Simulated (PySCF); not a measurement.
Predicted microwave data (PBE0-D3(BJ)/def2-SVP geometry optimisation, gas phase (PySCF)) for one isomer of CH9OPSi2:

* Rotational constants: A = 4277, B = 1065, C = 896.6 MHz
* Dipole components: |μa| = 0.59 D, |μb| = 0.93 D, |μc| = 0.05 D
* Inertial defect: -29.08 u·Å²
* κ: -0.90

Question: Which candidate fits, each taken in the one conformer that was computed?
A. `[SiH3:1][CH2:2][O:3][SiH2:4][PH2:5]` with Si1–C2–O3–Si4 94°, C2–O3–Si4–P5 167°, O3–Si4–P5–H -178° and -84°
B. `[SiH3:1][O:2][CH2:3][SiH2:4][PH2:5]` with Si1–O2–C3–Si4 -170°, O2–C3–Si4–P5 55°, C3–Si4–P5–H -169° and -75°
C. `[CH3:1][Si@H:2]([PH2:3])[O:4][SiH3:5]` with C1–Si2–P3–H 164° and 70°, C1–Si2–O4–Si5 79°

Answer: B. It is [SiH3]OC[SiH2]P, a near-prolate asymmetric top, point group C1. The candidates at the same level (rigid rotor, commonest isotopes):

```csv
SMILES,A (MHz),B (MHz),C (MHz),μa (D),μb (D),μc (D),Δ (u·Å²),point group,rotor
[SiH3]OC[SiH2]P,4277,1065,896.6,0.59,0.93,0.05,-29.08,C1,near-prolate asymmetric top
[SiH3]CO[SiH2]P,7461,822.2,819.7,0.31,0.20,1.67,-65.83,C1,–
C[Si@H](P)O[SiH3],2914,1496,1133,0.49,0.82,0.03,-65.26,C1,asymmetric top
```

`[SiH3]CO[SiH2]P` has A 74 % too high; `C[Si@H](P)O[SiH3]` has B 40 % too high. No structure here is proved a minimum.
